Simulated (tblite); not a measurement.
C4H13B2ClP2.
SMILES with atom numbers: `[CH2:1]=[CH:2][B@-:3]([PH3+:4])([Cl:5])[PH:6][B:7]([CH3:8])[CH3:9]` (hydrogens: H10, H11 on C1; H12 on C2; H13, H14, H15 on P4; H16 on P6; H17, H18, H19 on C8; H20, H21, H22 on C9)
Bond orders are those of one Lewis drawing.

Computed with GFN2-xTB (tblite), gas phase: L-BFGS steps from a force-field or distance-geometry start until the largest atomic force falls under 0.01 eV/Å.

Step 96: E = -740.3540 eV
```
atom  x, y, z in Å  |  force x, y, z in eV/Å
C1      2.3629    0.7329   -1.6135    0.005   0.006  -0.008
C2      1.1811    0.1439   -1.4987   -0.017  -0.030   0.016
B3      0.8018   -0.8758   -0.3589    0.003  -0.007   0.012
P4      2.3302   -1.7620    0.4710    0.007   0.006   0.003
Cl5     0.0118   -2.4599   -0.9392   -0.006  -0.007  -0.005
P6     -0.0324   -0.1262    1.2749   -0.004  -0.002   0.007
B7     -1.5989    0.6972    0.6708    0.024   0.008  -0.013
C8     -2.9896    0.2299    1.2556    0.020  -0.002  -0.003
C9     -1.4979    1.9049   -0.3411   -0.004   0.010   0.001
H10     2.5898    1.4580   -2.3786    0.006  -0.015  -0.008
H11     3.1645    0.5094   -0.9185    0.008   0.008  -0.005
H12     0.4158    0.3961   -2.2236    0.010   0.008  -0.008
H13     1.8657   -2.6297    1.4337   -0.001   0.001  -0.021
H14     3.1217   -2.6477   -0.2428   -0.012   0.017   0.013
H15     3.3045   -1.1285    1.2253    0.025  -0.005   0.002
H16    -0.5573   -1.3118    1.7823   -0.009  -0.008  -0.004
H17    -3.8078    0.9213    1.0687   -0.002   0.011  -0.006
H18    -3.2684   -0.7266    0.8120   -0.007  -0.009  -0.019
H19    -2.9331    0.0520    2.3290   -0.014   0.005   0.016
H20    -1.9767    2.7965    0.0623   -0.008   0.004   0.005
H21    -0.4739    2.1673   -0.6034   -0.012   0.010   0.014
H22    -2.0243    1.6782   -1.2682   -0.013  -0.012   0.010
```

Step 97: E = -740.3542 eV
```
atom  x, y, z in Å  |  force x, y, z in eV/Å
C1      2.3637    0.7325   -1.6147    0.022   0.004  -0.009
C2      1.1827    0.1430   -1.4975   -0.037  -0.035   0.000
B3      0.8034   -0.8753   -0.3561   -0.004  -0.003   0.002
P4      2.3304   -1.7635    0.4714   -0.007   0.019   0.009
Cl5     0.0140   -2.4614   -0.9378   -0.004   0.003  -0.001
P6     -0.0331   -0.1252    1.2763   -0.002  -0.007   0.000
B7     -1.5996    0.6997    0.6729    0.024  -0.002  -0.017
C8     -2.9907    0.2305    1.2557    0.018   0.000  -0.007
C9     -1.4991    1.9073   -0.3395   -0.006   0.004   0.003
H10     2.5905    1.4547   -2.3826    0.003  -0.015  -0.005
H11     3.1656    0.5106   -0.9199    0.015   0.012   0.002
H12     0.4183    0.3925   -2.2246    0.007   0.007   0.002
H13     1.8687   -2.6332    1.4332   -0.005  -0.001  -0.020
H14     3.1219   -2.6452   -0.2449   -0.002   0.003   0.002
H15     3.3036   -1.1297    1.2256    0.038   0.001   0.009
H16    -0.5564   -1.3129    1.7802   -0.015  -0.002   0.002
H17    -3.8097    0.9207    1.0677   -0.001   0.017  -0.004
H18    -3.2682   -0.7254    0.8100   -0.002  -0.012  -0.015
H19    -2.9364    0.0517    2.3291   -0.013   0.004   0.013
H20    -1.9798    2.7985    0.0629   -0.003   0.003   0.004
H21    -0.4753    2.1703   -0.6020   -0.015   0.012   0.016
H22    -2.0249    1.6788   -1.2665   -0.011  -0.011   0.012
```

Q: Estimate the geometry and energy of step 98. (The exact step hangs on the optimiser's Hessian estimate; all steps are aligned on step 97, rigid shifts and turns removed.)

A: E = -740.3544 eV, largest force 0.033 eV/Å
```
atom  x, y, z in Å  |  force x, y, z in eV/Å
C1      2.3668    0.7299   -1.6166   -0.003  -0.017   0.001
C2      1.1841    0.1425   -1.4969   -0.009  -0.010  -0.018
B3      0.8041   -0.8754   -0.3554   -0.008   0.001  -0.007
P4      2.3306   -1.7626    0.4719    0.000   0.024   0.016
Cl5     0.0161   -2.4626   -0.9397   -0.001   0.012   0.004
P6     -0.0343   -0.1257    1.2764   -0.001  -0.011  -0.003
B7     -1.6006    0.7014    0.6748    0.015  -0.011  -0.014
C8     -2.9920    0.2315    1.2573    0.007   0.000  -0.006
C9     -1.5011    1.9086   -0.3383   -0.006   0.000   0.005
H10     2.5938    1.4510   -2.3853    0.000  -0.016  -0.003
H11     3.1704    0.5064   -0.9236    0.002   0.012  -0.002
H12     0.4197    0.3941   -2.2241    0.016   0.001   0.017
H13     1.8697   -2.6350    1.4316   -0.005  -0.001  -0.019
H14     3.1250   -2.6406   -0.2453   -0.001   0.001   0.002
H15     3.3015   -1.1273    1.2287    0.032  -0.003   0.005
H16    -0.5572   -1.3149    1.7777   -0.018   0.001   0.006
H17    -3.8115    0.9220    1.0701    0.013   0.011   0.000
H18    -3.2697   -0.7233    0.8081    0.003  -0.002  -0.005
H19    -2.9390    0.0501    2.3309   -0.011   0.004  -0.005
H20    -1.9818    2.8004    0.0630   -0.001  -0.001   0.003
H21    -0.4774    2.1709   -0.6020   -0.015   0.014   0.015
H22    -2.0277    1.6778   -1.2644   -0.009  -0.008   0.013
```

The energy changes by -0.0002 eV. The first-order estimate −F·Δx gives -0.0003 eV and the mean of the old and new forces, exact on a quadratic surface, -0.0002 eV. The step makes an angle of 80° with the force vector and moves no atom by more than 0.007 Å.

What follows is the cost of the whole relaxation. Time: 1.9 s wall. Hardware: one thread, Arm Neoverse V1 (aarch64), no GPU (shared host).
